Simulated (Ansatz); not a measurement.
C3H6NO (SMILES [CH2]N(C)C=O), doublet, at a GFN2-xTB geometry; SVWN5/STO-3G in Ansatz (a program for electronic structure).

Input for Ansatz:
Ansatz 0.2 input:
```yaml
crystal:
  periodic: [false, false, false]
  atoms:
    - {symbol: C, position_ang: [-0.57340588, -1.04248401, -0.84747629]}
    - {symbol: N, position_ang: [0.22580332, -0.27232099, -0.07484776]}
    - {symbol: C, position_ang: [1.57408486, -0.72022017, 0.18317111]}
    - {symbol: C, position_ang: [-0.22793319, 0.90634106, 0.45338122]}
    - {symbol: O, position_ang: [-1.34568634, 1.34977580, 0.28262936]}
    - {symbol: H, position_ang: [-0.19354223, -1.95873990, -1.24751590]}
    - {symbol: H, position_ang: [-1.57037703, -0.70052078, -1.03182152]}
    - {symbol: H, position_ang: [1.56102399, -1.68796428, 0.68836733]}
    - {symbol: H, position_ang: [2.08952465, 0.00057103, 0.81554840]}
    - {symbol: H, position_ang: [2.12384536, -0.82477924, -0.75424729]}
    - {symbol: H, position_ang: [0.53791799, 1.41765245, 1.05811220]}
basis:
  gaussian:
    orbitals: STO-3G
    final_grid: {core_spheres: 14, valence_spheres: 28, degree: 59}
hamiltonian:
  xc: {name: SVWN5}
magnetization: {spin_polarized: true, initial_magnetization: 1}
```

It wrote (shortened):

```
Functional definition: SVWN5
439 factors; integrals over basis functions are off by at most 5.1e-5 eV
mean field evaluation 1: about -6597.6828 eV, gradient 1.8e1 eV
mean field evaluation 2: about -6578.4531 eV, gradient 6.6e1 eV
mean field evaluation 4: about -6599.5652 eV, gradient 3.9e0 eV
mean field evaluation 8: about -6599.5638 eV, gradient 1.7e-1 eV
mean field evaluation 16: about -6599.5639 eV, gradient 4.8e-5 eV
mean field -6599.56392557 eV, -242.5295009194 hartree, gradient 4.8e-5 eV, S^2 0.752776; 0 other end points of the search recorded, 0 dependent functions left out
reference -6599.56394538 eV, -242.5295016476 hartree; 20, 19 occupied and 11, 12 virtual orbitals, 439 factors
Total energy: -6599.56394538 eV, -242.5295016476 hartree
```
